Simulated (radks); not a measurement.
The numbers below are computed, except where a source is named.
Q: Si VIII, 7 electrons, occupied as [He] 2s2 2p3. Level of theory: non-relativistic Kohn-Sham, LDA (Slater exchange, Perdew-Wang correlation), spin-polarised, spherical densities, point nucleus; open shells are filled with parallel spins first (a radial shooting solver on a logarithmic mesh with Libxc functionals). Some entries of the table are withheld. Estimate them.

orbital,occ.,eigenvalue (hartree),<r> (bohr)
1s up,1,-73.37207,0.1119
1s down,1,-73.10159,0.1115
2s up,1,-11.64404,0.5181
2s down,1,-11.17507,0.5264
2p up,3,(1),(2)
2p down,0,(3),(4)

A: 
(1) 2p up eigenvalue (hartree): -10.32325
(2) 2p up <r> (bohr): 0.4626
(3) 2p down eigenvalue (hartree): -9.78298
(4) 2p down <r> (bohr): 0.4733
